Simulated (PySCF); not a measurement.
## How methods differ on the ionisation energy of Mn

Mn [Ar] 3d5 4s2 (6S) → Mn⁺ [Ar] 3d5 4s1 (7S), as a difference of total energies. Calculation: PySCF 2.14, in cc-pVDZ (6s5p3d1f, 43 functions); the non-relativistic Hamiltonian (point nucleus). Correlated levels: valence: [Ar] frozen. The calculations carry no spin-orbit coupling.

| method | ionisation energy (eV) |
| --- | --- |
| UHF | 5.982 |
| M06-2X | 8.031 |
| PBE0 | 7.028 |
| MP2 (valence) | 6.845 |
| SCS-MP2 (valence) | 7.027 |

Q: How much does correlation contribute at MP2 (valence)?

A: 6.845 − (5.982) = 0.863 eV, measured against UHF.

These non-relativistic numbers lack the scalar-relativistic shift.

Errors of the correlated levels include the incompleteness of this basis and the frozen core.

MP2 underrates the near-degeneracy of ns² with np² in the lower species.

For comparison: 7.434 eV (measured; NIST Atomic Spectra Database, ionization energies).
